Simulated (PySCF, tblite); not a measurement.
Isomers of [C6H10O2]+ (charge +1 and doublet state), one GFN2-xTB conformer each. Single-point energies are computed at B3LYP/pcH-1 (PySCF, gas phase, no added dispersion term), electronic only. GFN2-xTB treats the open shell by occupation alone, and not every SCF solution was tested for stability.

```tsv
SMILES	GFN2-xTB relative energy (kcal/mol)
CC[C@@]1(C)COC1=[O+]	1.7
C[CH+][C](C)C(=O)OC	0.0
[CH2+][C](CC)C(=O)OC	8.8
```

Conformers: `[CH3:1][CH2:2][C@@:3]1([CH3:4])[CH2:5][O:6][C:7]1=[O+:8]` (charge +1 and doublet state) with C1–C2–C3–C4 51°; `[CH3:1][CH+:2][C:3]([CH3:4])[C:5](=[O:6])[O:7][CH3:8]` (charge +1 and doublet state) with C1–C2–C3–C4 -167°, C2–C3–C5–O6 -4°, C3–C5–O7–C8 179°; `[CH2+:1][C:2]([CH2:3][CH3:4])[C:5](=[O:6])[O:7][CH3:8]` (charge +1 and doublet state) with H–C1–C2–C3 -174° and 7°, C1–C2–C3–C4 -131°, C1–C2–C5–O6 158°, C2–C5–O7–C8 -179°.

Problem. What does B3LYP/pcH-1 give for the same structures?

Solution. 
| SMILES | B3LYP/pcH-1 E (Eh) | B3LYP/pcH-1 (kcal/mol) | GFN2-xTB (kcal/mol) | point group |
| --- | --- | --- | --- | --- |
| C[CH+][C](C)C(=O)OC | -384.80147 | 0.0 | 0.0 | C1 |
| CC[C@@]1(C)COC1=[O+] | -384.77672 | 15.5 | 1.7 | C1 |
| [CH2+][C](CC)C(=O)OC | -384.77542 | 16.3 | 8.8 | C1 |

Both levels put the same isomer lowest; measured from each level's own lowest isomer, the values differ by up to 13.8 kcal/mol (CC[C@@]1(C)COC1=[O+]: 1.7 against 15.5). Neighbours under 5.0 kcal/mol apart (CC[C@@]1(C)COC1=[O+] and [CH2+][C](CC)C(=O)OC) can change places with a better method, another conformer or zero-point energy.

Problem. What happens when harmonic zero-point energies from GFN2-xTB frequencies are added?

Solution. 
| SMILES | ZPE (kcal/mol) | electronic (kcal/mol) | with ZPE (kcal/mol) |
| --- | --- | --- | --- |
| C[CH+][C](C)C(=O)OC | 89.8 | 0.0 | 0.0 |
| CC[C@@]1(C)COC1=[O+] | 92.2 | 15.5 | 17.9 |
| [CH2+][C](CC)C(=O)OC | 89.9 | 16.3 | 16.5 |

The zero-point energies span 2.4 kcal/mol. The lowest isomer stays, but the order above it changes.
